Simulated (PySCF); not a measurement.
SMILES C(c1cccc(C(=O)OC)c1)=C (C10H10O2), GFN2-xTB optimised geometry.

```
22

C     -2.38    -2.49    -0.03
C     -2.85    -1.25     0.00
C     -2.05    -0.03     0.00
C     -2.71     1.21     0.00
C     -2.00     2.40     0.00
C     -0.62     2.39     0.00
C      0.05     1.17     0.00
C      1.54     1.09     0.00
O      2.16     0.06     0.01
O      2.12     2.30    -0.02
C      3.54     2.29    -0.02
C     -0.66    -0.03     0.00
H     -3.05    -3.34    -0.03
H     -1.33    -2.72    -0.05
H     -3.92    -1.09     0.02
H     -3.79     1.23     0.00
H     -2.53     3.34     0.00
H     -0.06     3.31     0.00
H      3.84     3.34    -0.04
H      3.92     1.81     0.88
H      3.92     1.76    -0.89
H     -0.10    -0.95     0.00
```

Density from PBE/def2-SVP (PySCF) at that geometry.

Minimum of the electron density along straight lines between bonded atoms, close to the bond critical point (lines longer than 1.1 times the sum of covalent radii, or with two minima, are not listed):

```csv
bond,length / Å,ρ at the minimum / e bohr⁻³,∇²ρ there / e bohr⁻⁵,position (fraction from the first atom)
C1–C2,1.327,0.340,-0.89,0.50
C2–C3,1.459,0.271,-0.63,0.50
C3–C4,1.397,0.304,-0.74,0.50
C4–C5,1.383,0.310,-0.77,0.50
C5–C6,1.383,0.310,-0.77,0.50
C6–C7,1.393,0.304,-0.74,0.50
C7–C8,1.482,0.267,-0.63,0.49
C8–O9,1.207,0.414,0.30,0.33
C8–O10,1.343,0.301,?,0.34
O10–C11,1.419,?,?,0.66
C3–C12,1.392,0.305,-0.74,0.50
C7–C12,1.389,0.307,-0.75,0.50
C1–H13,1.077,0.281,-1.06,0.64
C1–H14,1.076,0.281,-1.06,0.64
C2–H15,1.083,0.280,-1.04,0.63
C4–H16,1.081,0.281,-1.05,0.63
C5–H17,1.080,0.281,-1.05,0.63
C6–H18,1.078,0.284,-1.09,0.64
C11–H19,1.087,0.283,-1.09,0.64
C11–H20,1.092,0.280,-1.06,0.64
C11–H21,1.092,0.280,-1.06,0.64
C12–H22,1.079,0.284,-1.09,0.64
```

Question: Some entries are withheld; supply them.

Answer: 
- C8–O10, ∇²ρ there / e bohr⁻⁵: -0.38
- O10–C11, ρ at the minimum / e bohr⁻³: 0.247
- O10–C11, ∇²ρ there / e bohr⁻⁵: -0.35
